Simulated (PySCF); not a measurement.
C₆H₆NS (charge +1).
Numbering: `[CH:1]#[C:2][c:3]1[cH:4][n+:5]([CH3:6])[cH:7][s:8]1`

NICS = −σ at a ghost point: NICS(0) at the centroid of the ring atoms, NICS(1) 1 Å to either side along the normal of their mean plane, zz for the tensor component along that normal. Level: GIAO PBE0/pcSseg-1 (PySCF, non-relativistic, gas phase) on the GFN2-xTB geometry, one conformer.

Ring bond lengths (Å), with Mayer bond orders in brackets: C3–C4 1.366 (1.47), C4–N5 1.358 (1.07), N5–C7 1.321 (1.36), C7–S8 1.690 (1.28), S8–C3 1.744 (1.22).

Q: Give the NICS values of each ring in ppm.

A: 
| ring | type | NICS(0) | NICS(1), two faces | NICS(1)zz, two faces | rms pucker (Å) | centre to ring atoms, mean (Å) |
| --- | --- | --- | --- | --- | --- | --- |
| C3–C4–N5–C7–S8 | 5-membered ring with N and S; formal bonds all aromatic | -12.9 | -10.5 / -10.5 | -23.9 / -23.9 | 0.00 | 1.27 |

Q: What can be read from them?

A: 
- C3–C4–N5–C7–S8: mean NICS(1)zz -23.9 ppm, shielded. For a flat ring without four-coordinate atoms the NICS criterion counts such a value as aromatic.

Q: What does the geometric index give? HOMA = 1 − mean of α(R − Ropt)² over the ring bonds, with Krygowski's 1993 parameters (CC: Ropt 1.388 Å, α 257.7 Å⁻²; CN: Ropt 1.334 Å, α 93.52 Å⁻²; CS: Ropt 1.677 Å, α 94.09 Å⁻²).

A: 
- C3–C4–N5–C7–S8: HOMA 0.87; the largest term is that of S8–C3, α(R − Ropt)² = 0.43. The geometric and the magnetic index point the same way.

Q: At the first NICS(1) probe listed for ring C3–C4–N5–C7–S8, 1 Å off the ring, what do the in-plane components average?

A: The isotropic value is a third of the trace: (3 × -10.5 − (-23.9))/2 = -3.8 ppm.

Q: List the ring angles and the Hirshfeld charges of the ring atoms.

A: 
- C3–C4–N5–C7–S8: C3 109.9° (+0.015 e), C4 113.3° (+0.035 e), N5 113.3° (+0.058 e), C7 113.7° (+0.059 e), S8 89.7° (+0.296 e); sum 540.0° against 540° for a flat convex ring.

Q: What are the shieldings of the ring atoms and their hydrogens in the same run (means over atoms taken as equivalent)?

A: 
```tsv
atoms	environment	σ isotropic (ppm)	principal values of the symmetric part, first atom (ppm)
C3	substituted aromatic carbon	46.5	-27.3, 35.0, 131.6
C4	aromatic CH next to a ring nitrogen	42.0	-41.7, 47.2, 120.6
N5	three-coordinate ring nitrogen	32.7	-77.8, 0.7, 175.2
C7	aromatic CH next to a ring nitrogen	24.6	-58.4, 14.6, 117.5
S8	ring sulfur	176.9	-7.2, 112.4, 425.6
H on C4	aromatic hydrogen	23.64	19.4, 24.0, 27.6
H on C7	aromatic hydrogen	23.16	19.7, 23.8, 26.0
```

Time: 20 s wall; peak memory 0.89 GiB. Hardware: an Arm Neoverse V1 with one thread, shared host. This is the whole shielding run at PBE0/pcSseg-1, SCF included.
